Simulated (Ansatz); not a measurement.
Relaxation of C4H8O2Si (15 atoms, charge 0, multiplicity 1), to a largest force component of 0.02 eV/Å in at most 40 steps.

All numbers below come from Ansatz, RKS LDA/STO-3G.

```xyz
15
Properties=species:S:1:pos:R:3
C 0.279 -2.147 -1.305
Si 1.301 -0.884 -0.431
C 0.272 0.609 0.144
O -0.717 0.300 1.034
C -1.538 1.335 1.487
C -1.362 2.598 1.166
O -1.164 3.704 0.857
H -0.207 -1.629 -2.197
H -0.557 -2.463 -0.620
H 0.818 -2.958 -1.641
H 1.948 -1.541 0.752
H 2.402 -0.410 -1.325
H -0.136 1.137 -0.750
H 0.970 1.296 0.691
H -2.332 1.002 2.169
```

Task: Where does it end, and by what steps?

Result: The forces met the threshold. Limits of this set-up: minimal basis. After 6 steps the energy has fallen by 0.867 eV; O4 moved furthest, 0.16 Å.

```tsv
step	energy less start (eV)	largest force component (eV/Å)	accepted
0	0.0000	7.271	yes
1	-0.7955	1.227	yes
2	-0.8518	0.544	yes
3	-0.8596	0.174	yes
4	-0.8641	0.134	yes
5	-0.8658	0.072	yes
6	-0.8668	0.013	yes
```

```xyz
15
Properties=species:S:1:pos:R:3
C 0.236 -2.088 -1.304
Si 1.322 -0.869 -0.410
C 0.310 0.619 0.152
O -0.746 0.146 1.064
C -1.515 1.268 1.491
C -1.304 2.538 1.126
O -1.118 3.711 0.795
H -0.203 -1.641 -2.206
H -0.587 -2.420 -0.657
H 0.808 -2.974 -1.609
H 1.934 -1.486 0.751
H 2.366 -0.373 -1.287
H -0.146 1.143 -0.721
H 0.955 1.367 0.667
H -2.334 1.010 2.178
```

Whether the end is a true minimum wasn't checked by a vibrational analysis.

The run took 23 s on 1 thread of Arm Neoverse V1 (shared host), peak memory 0.13 GiB.
